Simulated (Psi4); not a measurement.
CrF2O2 (SMILES [O]=[Cr](=[O])([F])[F]), singlet, at a GFN2-xTB geometry (such geometries of metal compounds can be far from the true shape). Base run: B3LYP/pcseg-1 in Psi4.

Geometry (Å):
```xyz
5

Cr     0.0521    -0.0092     0.0171
O      1.2351    -0.3345    -0.9273
O      0.5021     0.0283     1.4981
F     -0.5671     1.4870    -0.3938
F     -1.1160    -1.1904    -0.1593
```
Charge 0, spin multiplicity 1.
All else is at Psi4's defaults (density fitting).
Base energy -1394.50656 Eh.

Each row names what was changed in the base input (with any setting that the change needs).

```
change                                        ΔE vs base (µEh)  SCF cycles  grid points  basis functions
--------------------------------------------  ----------------  ----------  -----------  ---------------
base                                                       0.0          12       109120               87
dft_radial_scheme = mura                                  18.4          12       109897               87
cholesky_tolerance = 1e-6 (with scf_type cd)              55.7          12       109120               87
scf_initial_accelerator = none                             0.0          12       109120               87
level_shift = 0.3                                          0.0          12       109120               87
level_shift = 1.0                                          0.0          11       109120               87
scf_type = cd                                             -425          13       109120               87
e_convergence = 1e-10                                      0.0          14       109120               87
soscf = true                                               0.0          10       109120               87
dft_radial_scheme = multiexp                               503          12       112756               87
ints_tolerance = 1e-8                                      0.0          12       109120               87
dft_radial_points = 50                                    -317          12        73674               87
guess = sap                                                0.0          13       109119               87
```
